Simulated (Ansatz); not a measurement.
C3H9O2 (SMILES CC(O)C[OH2+]), charge +1, singlet, at a GFN2-xTB geometry; HF/def2-SVP (Ansatz, an electronic-structure program).

Here is a job for Ansatz.
Ansatz 0.2 input:
```yaml
crystal:
  periodic: [false, false, false]
  atoms:
    - {symbol: C, position_ang: [1.90256653, 0.13273951, 0.22931323]}
    - {symbol: C, position_ang: [0.49582885, 0.33006446, -0.30342228]}
    - {symbol: O, position_ang: [-0.31372959, 1.12733899, 0.57664253]}
    - {symbol: C, position_ang: [-0.28997026, -0.99773531, -0.37170092]}
    - {symbol: O, position_ang: [-1.68739764, -0.60981735, -0.24032343]}
    - {symbol: H, position_ang: [2.44780409, 1.07243547, 0.22405553]}
    - {symbol: H, position_ang: [1.87290621, -0.24272709, 1.24880984]}
    - {symbol: H, position_ang: [2.43889837, -0.57506465, -0.39490858]}
    - {symbol: H, position_ang: [0.52050449, 0.79741032, -1.29492390]}
    - {symbol: H, position_ang: [-0.08468147, 2.06137258, 0.51216333]}
    - {symbol: H, position_ang: [-0.15407281, -1.50754515, -1.32500202]}
    - {symbol: H, position_ang: [0.00636017, -1.65370747, 0.44833871]}
    - {symbol: H, position_ang: [-1.50165895, 0.33613819, 0.23410841]}
    - {symbol: H, position_ang: [-2.18759284, -1.21889740, 0.33166565]}
basis:
  gaussian:
    orbitals: def2-SVP
hamiltonian:
  xc: hf
total_charge: 1
output: {forces: true}
```

What the program printed (banner, timings and long lists left out):

```
Functional definition: HF
1160 factors; integrals over basis functions are off by at most 1.5e-3 eV
mean field evaluation 1: about -7290.2930 eV, gradient 4.7e1 eV
mean field evaluation 2: about -7290.2989 eV, gradient 4.7e1 eV
mean field evaluation 4: about -7295.1584 eV, gradient 4.1e0 eV
mean field evaluation 8: about -7295.2062 eV, gradient 1.8e-4 eV
mean field -7295.20616442 eV, -268.0938816739 hartree, gradient 2.3e-5 eV, S^2 0.000000; 0 other end points of the search recorded, 0 dependent functions left out
the calculation of the forces begins
reference -7295.20616442 eV, -268.0938816739 hartree; 21, 21 occupied and 94, 94 virtual orbitals, 1160 factors
Total energy: -7295.20616442 eV, -268.0938816739 hartree
Atom 0 at     1.902567     0.132740     0.229313 Å, force    -0.295732     0.079423    -0.016412 eV/Å
Atom 1 at     0.495829     0.330064    -0.303422 Å, force    -0.084195    -0.068314     0.143179 eV/Å
Atom 2 at    -0.313730     1.127339     0.576643 Å, force     0.472967     0.236958    -0.710882 eV/Å
Atom 3 at    -0.289970    -0.997735    -0.371701 Å, force     1.002568    -0.031406    -0.464155 eV/Å
Atom 4 at    -1.687398    -0.609817    -0.240323 Å, force     0.326225     0.745596     1.651794 eV/Å
Atom 5 at     2.447804     1.072435     0.224056 Å, force     0.066952     0.083448    -0.036263 eV/Å
Atom 6 at     1.872906    -0.242727     1.248810 Å, force     0.004631    -0.048147     0.099957 eV/Å
Atom 7 at     2.438898    -0.575065    -0.394909 Å, force     0.142786    -0.091755    -0.117822 eV/Å
Atom 8 at     0.520504     0.797410    -1.294924 Å, force    -0.119837    -0.056074     0.215355 eV/Å
Atom 9 at    -0.084681     2.061373     0.512163 Å, force    -0.415435    -0.681499     0.191635 eV/Å
Atom 10 at    -0.154073    -1.507545    -1.325002 Å, force    -0.155560     0.070054     0.175997 eV/Å
Atom 11 at     0.006360    -1.653707     0.448339 Å, force    -0.409217     0.073214    -0.017970 eV/Å
Atom 12 at    -1.501659     0.336138     0.234108 Å, force    -0.755536    -1.006508    -0.470899 eV/Å
Atom 13 at    -2.187593    -1.218897     0.331666 Å, force     0.219382     0.695009    -0.643513 eV/Å
Dipole moment:    -0.451198    -0.215066    -0.000572 e Å
```
